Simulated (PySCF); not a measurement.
**[LuF2]+ at several levels of theory**

Computed with PySCF 2.14.0 (density fitting, no spin-orbit coupling) at the geometry relaxed with PBE0:

```xyz
3
[LuF2]+ (singlet in the valence; each metal's 4f electrons, 14 of them, lie in its core potential, out of spins and levels)
Lu    0.0000    0.0000   -0.2996
F     1.5682    0.0000    0.7582
F    -1.5682    0.0000    0.7582
```

```csv
level,basis,state,HOMO (eV),gap (eV),charge on Lu1 (e),population of f-type functions on Lu1 (polarisation alone where 4f lies in the core),dipole about the centre of mass (D),largest force component (eV/Å)
PBE0,"Lu lcecp-1-SVP with ECP60, F def2-SVP",singlet,-16.40,7.71,1.62,0.08,6.15,0.02
wB97X,the same,singlet,-18.79,12.41,1.64,0.08,6.36,0.14
PBE0,"Lu lcecp-1-TZVP with ECP60, F def2-TZVP",singlet,-16.41,7.81,1.85,0.08,6.19,0.23
```

In the lcecp rows the 4f levels are missing from HOMO and gap, and the state counts the valence alone.

Charges are Mulliken's, which hang on the basis. The relaxation used the grid (50, 194), these runs (75, 302) or, all-electron (x2c bases, spin-free X2C Hamiltonian), (99, 590).

What does TPSSh with Lu lcecp-1-SVP with ECP60, F def2-SVP give here?

state singlet, HOMO (eV) -15.30, gap (eV) 6.39, charge on Lu1 (e) 1.59, population of f-type functions on Lu1 (polarisation alone where 4f lies in the core) 0.08, dipole about the centre of mass (D) 6.00, largest force component (eV/Å) 0.29. Time: 3 s on 2 threads of Arm Neoverse N1 (shared host), from an already converged density.

In the first row's basis the gap widens with exact exchange: 6.4 to 7.7 eV for TPSSh, PBE0 (a fixed share); 12.4 eV for wB97X (rising or full at long range).

An lcecp potential fixes the number of 4f electrons, so in runs with it no electron can move into or out of that shell.
